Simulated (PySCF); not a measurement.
# Computed properties of Si(vinyl)(OMe)3 (C5H12O3Si), SMILES C=C[Si](OC)(OC)OC

Si(vinyl)(OMe)3 (C₅H₁₂O₃Si), SMILES C=C[Si](OC)(OC)OC. Geometry optimised at B3LYP-D3(BJ)/def2-SVP. The isomer is the one that the SMILES or the coordinates give; other isomers of the formula were not compared. Other conformers were not sampled. All values are computed for the isolated molecule unless a solvent is named; none is compared with measurement here.

**Structure.** All 57 harmonic modes at B3LYP-D3(BJ)/def2-SVP (PySCF) are real, so it is a minimum. With heavy atoms numbered as in [CH2:1]=[CH:2][Si:3]([O:4][CH3:5])([O:6][CH3:7])[O:8][CH3:9], the shortest bond between them is C1–C2 at 1.340 Å and the longest C2–Si3 at 1.853 Å.

**Vibrations.** The strongest infrared lines (harmonic, unscaled, degenerate partners summed) lie at 1151 cm⁻¹ (300 km/mol, O 43 %, C 34 %, H 21 %), 1148 cm⁻¹ (295 km/mol, O 43 %, C 34 %, H 20 %), 785 cm⁻¹ (172 km/mol, Si 50 %, C 23 %, O 16 %, H 12 %). The softest mode is at 39 cm⁻¹ and the zero-point energy is 106.9 kcal/mol.

**Electronic structure.** ωB97X/def2-SVP (PySCF) places the frontier levels at -10.06 and 2.01 eV, a gap of 12.07 eV, and gives a dipole moment of 1.07 D and a mean polarisability of 80.3 bohr³. PBE/def2-SVP (PySCF) at the same geometry gives -6.16 and -1.26 eV, so its gap is 7.17 eV narrower. An orbital gap is neither the optical nor the fundamental gap.

**Excitations.** TDDFT-M06-2X/def2-SVP (PySCF) has S1 at 6.52 eV (190 nm, f = 0.011, weak); the most intense of the 10 singlets computed lies at 7.41 eV (f = 0.33). T1 (TDA) is at 4.57 eV. TDDFT-PBE/def2-SVP (PySCF) puts S1 at 4.99 eV. No vertical singlet excitation falls in the visible range (under 3.1 eV).

**NMR.** GIAO shifts at B3LYP/pcSseg-1 (PySCF) (non-relativistic, atoms alike by connectivity averaged): ¹³C from 55.2 to 150.8 ppm against TMS; ¹H from 4.0 to 6.6 ppm against TMS; ²⁹Si at -60.3 ppm against TMS.

**Solvation.** SMD-ωB97X/def2-SVP (PySCF) gives -0.9 kcal/mol in water, -3.4 kcal/mol in diethylether, -3.6 kcal/mol in acetone (1 M in both phases, gas-phase geometry).
